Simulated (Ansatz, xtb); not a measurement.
**Two isomers of C5H8O3**

We compare a, `CCC(=O)O/C=C\O`, a singlet, with b, `CCC(=O)O/C=C/O`, a singlet. Both are isolated molecules in the gas phase, relaxed with B3LYP/def2-SVP; each stands in its lowest conformer found.

Problem. Which of the two would you expect CCSD(T)/def2-SVP + ΔMP2/def2-TZVPP electronic energies to favour?

Solution. Structure a; the calculation gives E(b) − E(a) = +7.80 kJ/mol.

The same difference at several levels:

```json
{"level": "GFN2-xTB", "geometry": "GFN2-xTB", "E(b) − E(a) (kJ/mol)": "+8.29", "departure from the last row (kJ/mol)": "+0.49", "job, with rough time for the two": "optimisation, 0.23 s"}
{"level": "HF/STO-3G", "geometry": "GFN2-xTB", "E(b) − E(a) (kJ/mol)": "+1.99", "departure from the last row (kJ/mol)": "−5.80", "job, with rough time for the two": "single point, 1.3 s"}
{"level": "r2SCAN-D4/def2-SVP", "geometry": "GFN2-xTB", "E(b) − E(a) (kJ/mol)": "+17.04", "departure from the last row (kJ/mol)": "+9.24", "job, with rough time for the two": "single point, 6.9 s"}
{"level": "B3LYP/def2-SVP", "geometry": "B3LYP/def2-SVP", "E(b) − E(a) (kJ/mol)": "+17.76", "departure from the last row (kJ/mol)": "+9.97", "job, with rough time for the two": "optimisation, 3.9 min"}
{"level": "HF/def2-SVP", "geometry": "B3LYP/def2-SVP", "E(b) − E(a) (kJ/mol)": "+3.79", "departure from the last row (kJ/mol)": "−4.01", "job, with rough time for the two": "part of the CCSD(T) run"}
{"level": "MP2/def2-SVP", "geometry": "B3LYP/def2-SVP", "E(b) − E(a) (kJ/mol)": "+14.00", "departure from the last row (kJ/mol)": "+6.20", "job, with rough time for the two": "part of the CCSD(T) run"}
{"level": "CCSD(T)/def2-SVP", "geometry": "B3LYP/def2-SVP", "E(b) − E(a) (kJ/mol)": "+11.91", "departure from the last row (kJ/mol)": "+4.11", "job, with rough time for the two": "single point"}
{"level": "CCSD(T)/def2-SVP + ΔMP2/def2-TZVPP", "geometry": "B3LYP/def2-SVP", "E(b) − E(a) (kJ/mol)": "+7.80", "departure from the last row (kJ/mol)": "", "job, with rough time for the two": "single point, 3.1 min"}
```

As drawn, both hold the same kinds of bond in the same numbers.

HF/STO-3G finds them nearly level. The largest departure from CCSD(T)/def2-SVP + ΔMP2/def2-TZVPP is that of B3LYP/def2-SVP, 9.97 kJ/mol. The last row adds to CCSD(T) the change of the MP2 difference between the two basis sets, here −4.11 kJ/mol.

With thermal terms from frequencies at re-optimised GFN2-xTB minima (ideal gas, soft modes damped towards free rotors, one conformer each, 298.15 K, 1 atm): on the last row, ΔE + ΔZPE = +5.34, ΔH = +7.11, ΔG = +2.31 kJ/mol.

The correlated steps freeze 8 core orbitals. Programs: Ansatz 0.2.0, xtb 6.7.1; the last row on 2 threads of Intel(R) Xeon(R) Platinum 8259CL CPU @ 2.50GHz (Skylake/Cascade Lake) on a shared host.
